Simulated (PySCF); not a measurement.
Job file and geometry (Å, from GFN2-xTB) of an NMR shielding run on `InChI=1S/C4H11FSi2/c5-3-1-4(6)7-2-3/h3-4H,1-2,7H2,6H3/t3-,4-/m0/s1`, PySCF 2.14.0, density-fitted response routines, GIAO PBE0/pcSseg-1 NMR shielding, non-relativistic, gas phase; density fitting, a coarse starting grid and PySCF grid level 2 are the driver's defaults:

```
$ OMP_NUM_THREADS=1 python probes_run.py task.json out

{"job": {"kind": "nmr", "xc": "PBE0", "basis": "pcSseg-1"}, "charge": 0, "multiplicity": 1}
F     -2.179962    -0.988721    -1.810676
C     -1.265668    -1.007271    -0.768723
C     -1.877388    -0.424578     0.496695
Si    -0.369140     0.076675     1.545112
C      0.868402    -0.116679     0.101226
Si     2.236759     1.190701    -0.084014
C     -0.029210    -0.194450    -1.136960
H     -1.002311    -2.063687    -0.627538
H     -2.468592     0.448099     0.218086
H     -2.555061    -1.134599     0.965143
H     -0.491337     1.445024     2.050742
H     -0.113068    -0.859838     2.642077
H      1.357387    -1.089742     0.218026
H      3.082974     1.157535     1.109694
H      1.627739     2.513511    -0.235298
H      3.042227     0.892287    -1.271797
H      0.487377    -0.641389    -1.988671
H     -0.359887     0.803438    -1.434781
```

Task: What does the program print?

Result: 
```
coarse grid: 15504 points
cycle   1  E = -837.1792497320  dE =  5.605e-01  |g| = 5.648e-01  |ddm| = 3.713e+00
cycle   2  E = -837.1451416506  dE =  3.411e-02  |g| = 7.285e-01  |ddm| = 1.015e+00
cycle   3  E = -837.2432733141  dE = -9.813e-02  |g| = 4.858e-02  |ddm| = 6.040e-01
cycle   4  E = -837.2435595066  dE = -2.862e-04  |g| = 2.606e-02  |ddm| = 4.993e-02
cycle   5  E = -837.2437002992  dE = -1.408e-04  |g| = 6.104e-03  |ddm| = 2.548e-02
cycle   6  E = -837.2437085605  dE = -8.261e-06  |g| = 1.648e-03  |ddm| = 7.716e-03
final grid: 139384 points
cycle   7  E = -837.2913503171  dE = -2.991e-05  |g| = 9.831e-03  |ddm| = 2.490e-02
cycle   8  E = -837.2913240149  dE =  2.630e-05  |g| = 1.476e-02  |ddm| = 2.145e-02
cycle   9  E = -837.2913732818  dE = -4.927e-05  |g| = 8.545e-04  |ddm| = 1.271e-02
cycle  10  E = -837.2913733912  dE = -1.095e-07  |g| = 2.846e-04  |ddm| = 9.701e-04
cycle  11  E = -837.2913734047  dE = -1.346e-08  |g| = 4.733e-05  |ddm| = 2.713e-04
cycle  12  E = -837.2913734051  dE = -4.434e-10  |g| = 1.572e-05  |ddm| = 5.994e-05
converged SCF energy = -837.2913734051

GIAO shielding tensors (ppm)
atom      isotropic    diamagn.    paramagn.     s11        s22        s33       span
  0 F      364.744     470.934    -106.190    335.062    374.790    384.378     49.317
  1 C       86.732     245.200    -158.468     38.366     74.768    147.061    108.695
  2 C      168.672     254.793     -86.120    145.967    162.883    197.166     51.199
  3 Si     381.459     880.582    -499.123    334.751    377.329    432.296     97.545
  4 C      188.411     257.899     -69.488    173.310    185.670    206.252     32.942
  5 Si     415.185     879.524    -464.339    377.263    399.492    468.801     91.538
  6 C      145.842     250.019    -104.177    119.535    149.870    168.123     48.588
  7 H       26.726      31.108      -4.382     23.781     26.983     29.414      5.634
  8 H       30.481      30.978      -0.497     26.797     28.063     36.583      9.786
  9 H       30.121      29.507       0.614     25.816     27.229     37.317     11.502
 10 H       27.544      29.466      -1.922     23.977     25.748     32.906      8.929
 11 H       27.400      29.454      -2.054     23.946     24.890     33.365      9.419
 12 H       31.515      33.083      -1.568     27.240     28.337     38.969     11.729
 13 H       27.685      28.520      -0.835     23.964     25.533     33.559      9.595
 14 H       27.887      29.008      -1.121     24.385     26.428     32.849      8.464
 15 H       27.585      28.639      -1.053     23.739     25.537     33.480      9.742
 16 H       29.332      31.631      -2.299     24.322     28.335     35.339     11.017
 17 H       30.255      32.776      -2.521     26.139     30.025     34.601      8.462
```

Task: Turn these shieldings into chemical shifts. Shifts are taken against calculated references (same method and geometry level): 19F (σ = 170.95 ppm) against CFCl3; TMS for 13C (σ = 186.93 ppm) and 29Si (σ = 349.16 ppm) and 1H (σ = 31.72 ppm).

Result: Averaging equivalent atoms: F 0: -193.8; C 1: 100.2; C 6: 41.1; C 2: 18.3; C 4: -1.5; Si 3: -32.3; Si 5: -66.0; H 7: 4.99; H 11: 4.32; H 10: 4.17; H 13/14/15: 4.00; H 16: 2.38; H 9: 1.60; H 17: 1.46; H 8: 1.24; H 12: 0.20 ppm. Unscaled 19F shifts against computed CFCl3 carry errors that often reach 10 to 50 ppm.

Size and cost of the density-fitted run: 188 basis functions, 53 s wall time on 1 thread of an Arm Neoverse N1, shared host; peak memory 0.85 GiB.
